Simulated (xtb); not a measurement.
C$_{2}$H$_{6}$BO$_{3}$ (SMILES COB([O])OC), doublet, from a rough starting geometry; GFN2-xTB (xtb).

xtb was given this input:
```
$ xtb mol.xyz --gfn 2 --uhf 1 --opt vtight --json

# file mol.xyz
12

C      1.90674055    -0.11083594     0.60406231
O      0.55540059    -0.10060226     0.30573998
B      0.04005233     0.56261070    -0.92820306
O      0.88803027     1.09120691    -1.69603935
O     -1.27015160     0.41954741    -1.02809488
C     -2.03548684    -0.17225174    -0.07647002
H      2.23737739     0.90506858     0.97691926
H      2.48829121    -0.53775782    -0.14633597
H      1.93559410    -0.77336847     1.48721166
H     -2.94866060     0.36249582     0.18912516
H     -2.44280256    -1.16503082    -0.51080583
H     -1.50385012    -0.40200424     0.80937713
```

Q: Write the output that xtb gives for this input, abridged.

A: 
```
   ID    Z sym.   atoms
    1    6 C      1, 6
    2    8 O      2, 4, 5
    3    5 B      3
    4    1 H      7-12

           -------------------------------------------------
          |                Calculation Setup                |
           -------------------------------------------------

           -------------------------------------------------
          |                 G F N 2 - x T B                 |
           -------------------------------------------------

          ...................................................
          :                      SETUP                      :
          :.................................................:
          :  # basis functions                  30          :
          :  # atomic orbitals                  30          :
          :  # shells                           18          :
          :  # electrons                        35          :
          :  max. iterations                   250          :
          :  Hamiltonian                  GFN2-xTB          :
          :  restarted?                      false          :
          :  GBSA solvation                  false          :
          :  PC potential                    false          :
          :  electronic temp.          300.0000000     K    :
          :  accuracy                    1.0000000          :
          :  -> integral cutoff          0.2500000E+02      :
          :  -> integral neglect         0.1000000E-07      :
          :  -> SCF convergence          0.1000000E-05 Eh   :
          :  -> wf. convergence          0.1000000E-03 e    :
          :  Broyden damping             0.4000000          :
          :  net charge                          0          :
          :  unpaired electrons                  1          :
          ...................................................

 iter      E             dE          RMSdq      gap      omega  full diag
   1    -20.7604278 -0.207604E+02  0.688E+00    9.85       0.0  T
   2    -20.8761295 -0.115702E+00  0.461E+00    7.46       1.0  T
   3    -20.8919072 -0.157777E-01  0.274E+00    8.34       1.0  T
   4    -20.9325224 -0.406152E-01  0.962E-01    8.26       1.0  T
   5    -20.9407105 -0.818811E-02  0.314E-01    8.40       1.0  T
   6    -20.9408585 -0.147959E-03  0.173E-01    8.49       1.0  T
   7    -20.9411454 -0.286957E-03  0.466E-02    8.41       1.0  T
   8    -20.9411594 -0.139319E-04  0.129E-02    8.43       2.2  T
[...]
 * total energy  :   -20.7794483 Eh     change       -0.6310144E-05 Eh
 * total energy  :   -20.7794522 Eh     change       -0.3933404E-05 Eh
 * total energy  :   -20.7794544 Eh     change       -0.2249151E-05 Eh
 * total energy  :   -20.7794557 Eh     change       -0.1286536E-05 Eh
 * total energy  :   -20.7794575 Eh     change       -0.1798174E-05 Eh
 * total energy  :   -20.7794601 Eh     change       -0.2590676E-05 Eh
 * total energy  :   -20.7794617 Eh     change       -0.1624537E-05 Eh
 * total energy  :   -20.7794629 Eh     change       -0.1185421E-05 Eh
 * total energy  :   -20.7794638 Eh     change       -0.8398968E-06 Eh
 * total energy  :   -20.7794641 Eh     change       -0.2890509E-06 Eh
 * total energy  :   -20.7794642 Eh     change       -0.1007027E-06 Eh
 * total energy  :   -20.7794642 Eh     change       -0.4472581E-07 Eh
   *** GEOMETRY OPTIMIZATION CONVERGED AFTER 24 ITERATIONS ***
         :: total energy             -20.779464204588 Eh    ::
[...]
    10   1 H        0.924     0.070     2.090     2.261
    11   1 H        0.924     0.069     2.093     2.262
    12   1 H        0.923     0.087     1.906     2.159

 Mol. C6AA /au·bohr⁶  :       1242.291320
 Mol. C8AA /au·bohr⁸  :      27335.303946
 Mol. α(0) /au        :         52.651850

Wiberg/Mayer (AO) data.
largest (>0.10) Wiberg bond orders for each atom

 ---------------------------------------------------------------------------
     #   Z sym  total        # sym  WBO       # sym  WBO       # sym  WBO
 ---------------------------------------------------------------------------
     1   6 C    3.938 --     2 O    1.011     8 H    0.970     7 H    0.970
                             9 H    0.939
     2   8 O    2.212 --     1 C    1.011     3 B    0.869     4 O    0.192
     3   5 B    3.371 --     4 O    1.455     5 O    1.010     2 O    0.869
     4   8 O    1.957 --     3 B    1.455     2 O    0.192     5 O    0.149
     5   8 O    2.277 --     6 C    1.011     3 B    1.010     4 O    0.149
     6   6 C    3.941 --     5 O    1.011    11 H    0.966    10 H    0.966
                            12 H    0.921
     7   1 H    0.996 --     1 C    0.970
     8   1 H    0.996 --     1 C    0.970
     9   1 H    0.992 --     1 C    0.939
    10   1 H    0.995 --     6 C    0.966
    11   1 H    0.995 --     6 C    0.966
    12   1 H    0.991 --     6 C    0.921
 ---------------------------------------------------------------------------

Topologies differ in total number of bonds
Writing topology from bond orders to xtbtopo.mol

molecular dipole:
                 x           y           z       tot (Debye)
 q only:       -0.238      -0.804       1.294
   full:       -0.267      -0.910       1.464       4.433
molecular quadrupole (traceless):
                xx          xy          yy          xz          yz          zz
 q only:        7.197      -0.462      -2.129       2.560       3.418      -5.068
  q+dip:        6.155      -1.190      -0.664       2.850       5.330      -5.491
   full:        6.482      -1.230      -0.997       3.117       5.084      -5.485

optimized geometry written to: xtbopt.xyz

           -------------------------------------------------
          | TOTAL ENERGY              -20.779464204588 Eh   |
          | GRADIENT NORM               0.000071838066 Eh/α |
          | HOMO-LUMO GAP               8.302783218769 eV   |
           -------------------------------------------------
```
